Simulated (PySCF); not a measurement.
**Vibration and rotation of BiBr**

UHF-CCSD(T) constants of BiBr, ³Σ⁻ (triplet), unpaired electrons π ↑↑ (PySCF, scalar-relativistic core potentials, basis sets Bi def2-TZVPP with ECP60, Br def2-TZVPP; masses 208.9804 and 78.9183 u):

```
ωe            : 225.3 cm⁻¹
ωexe          : 0.473 cm⁻¹
Be            : 0.043787 cm⁻¹
αe            : 0.000125 cm⁻¹
De to Bi + Br : 2.47 eV
```

(1) What force constant and bond length do these constants imply?

(2) Estimate the centrifugal constant D from the Kratzer relation and find the Dunham coefficient a1.

Correlated steps freeze 13 core orbitals. These are scalar-relativistic numbers at best; spin–orbit coupling would shift them, the dissociation energy most. The state was picked by a PBE0 search and need not be the measured ground state.

## Answers

(1) Reduced mass μred = 57.285 u; k = 5.8918×10⁻⁷·μred·ωe² (u, cm⁻¹, mdyn/Å) = 1.71 mdyn/Å; Re = √(16.8576/(μred·Be)) (u, cm⁻¹, Å) = 2.592 Å.

(2) D = 4Be³/ωe² = 6.62e-09 cm⁻¹; a1 = −1 − αeωe/(6Be²) = -3.45.
